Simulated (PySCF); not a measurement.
Input for PySCF: R-HF/STO-3G on NO+, 2S+1 = 1, a spin state set in the input, which need not be the lowest, a point of a bond scan (R = 1.117 Å). Charge +1.

```python
from pyscf import gto, scf, dft, mp
from pyscf.data.elements import chemcore

mol = gto.M(
    atom='''
    N     0.00000000    0.00000000    0.00000000
    O     0.00000000    0.00000000    1.11688500
    ''',
    basis='sto-3g',
    charge=1, spin=0, verbose=3, max_memory=1800)
mf = scf.RHF(mol)
mf.conv_tol = 1e-8
mf.max_cycle = 100
mf.kernel()
if not mf.converged:
    mf = mf.newton().run(mf.mo_coeff, mf.mo_occ)
```

The log:

```
converged SCF energy = -127.203405105728
```

The run converged.

Cost: very roughly 0.11 core-seconds.
